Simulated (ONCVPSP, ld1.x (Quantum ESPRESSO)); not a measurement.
**Potentials for Pb (Z = 82) compared**

Generated with ld1.x 7.5 (TM, RRKJ, ultrasoft, PAW), atompaw 4.2 or ONCVPSP 4.0.1. The cutoff is in Ry: for ld1.x and atompaw files where the sum of valence levels is converged to 10 mRy in a Bessel basis, for ONCV files where the hardest occupied wave has 1 mHa per electron of residual kinetic energy. The error is the largest all-electron minus pseudo excitation energy over each file’s own four to seven test configurations (ionisations up to +4, promotions, holes and added fractions of an electron), all of which were solved. The labels leave out finer settings (local radius, basis sizes, second energies), which also bear on the numbers. Spin-polarised tests are not counted. The rows are a selection from randomly drawn settings: files with unsolved tests, undetermined cutoffs or missed reference levels are left out.

A true bound ghost makes a file unfit for plane-wave use even where its test errors are small: the radial tests pick states by their node count and pass the ghost by.

```csv
potential,cutoff (Ry),largest error (meV),bound ghosts
"TM, PBE, scalar-relativistic, rc 1.95/2.00/1.90 (spd), local s, core correction no, reference 5d10 6s2 6p2",50,+38,none
"PAW, PBE, scalar-relativistic, rc 2.10/1.85/1.70 (spd), local smoothed, core correction yes, reference 5p6 5d10 6s2 6p2",45,-141,none
"TM, Wu–Cohen, scalar-relativistic, rc 1.90/1.80/2.15 (spd), local s, core correction yes, reference 6s2 6p2",35,-677,"p, d"
"ONCV, LDA (Perdew-Zunger), scalar-relativistic, rc 2.10/2.55/1.40 (spd), local d, core correction yes, reference 5d10 6s2 6p1.5, qcut 3.2/3.7/5.9, projectors 1/2/0",173,-101,s
```

Q: Fill in the row for Pb: TM, PBE, fully relativistic, rc 1.70/2.55/1.75 (spd), local s, core correction yes, reference 5d10 6s2 6p2.

A: cutoff 55 Ry, largest error -72 meV, bound ghosts: none.

Q: Fill in the row for Pb: TM, PBE, scalar-relativistic, rc 1.50/2.90/1.30 (spd), local s, core correction no, reference 5d10 6s2 6p2.

A: cutoff 90 Ry, largest error +87 meV, bound ghosts: none.

Q: Fill in the row for Pb: ultrasoft, PBE, fully relativistic, rc 2.00/2.65 (sp), local smoothed, core correction no, reference 6s2 6p2.

A: cutoff 8 Ry, largest error +160 meV, bound ghosts: none.
